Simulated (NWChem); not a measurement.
System: germanium monotelluride (GeTe, singlet); SMILES [Ge]=[Te]

NWChem input:

```
start job
memory heap 200 mb stack 900 mb global 1100 mb
geometry units angstroms noautoz
  Ge     0.000000     0.000000     1.468237
  Te     0.000000     0.000000    -0.907398
end
basis spherical
  Ge library def2-svp
  Te library def2-svp
end
ecp
  Te library def2-ecp
end
dft
  xc r2scan0
  iterations 150
  mulliken
end
task dft energy
```

Low-valent species are run as closed-shell singlets; no triplet was tried in these runs. Structure relaxed at the PBE-D3(BJ)/def2-SVP level. def2 effective core potentials on Te; no spin-orbit coupling.

Task: What results follow from this input? (r2SCAN0/def2-SVP with def2 effective core potentials on Te.) Quantities: energy (Ha); highest occupied level (eV); orbital gap (eV); dipole (D).

Result: 
| Quantity | Result |
|---|---|
| energy (Ha) | -2344.84 |
| highest occupied level (eV) | -7.18 |
| orbital gap (eV) | 4.51 |
| dipole (D) | 1.34 |
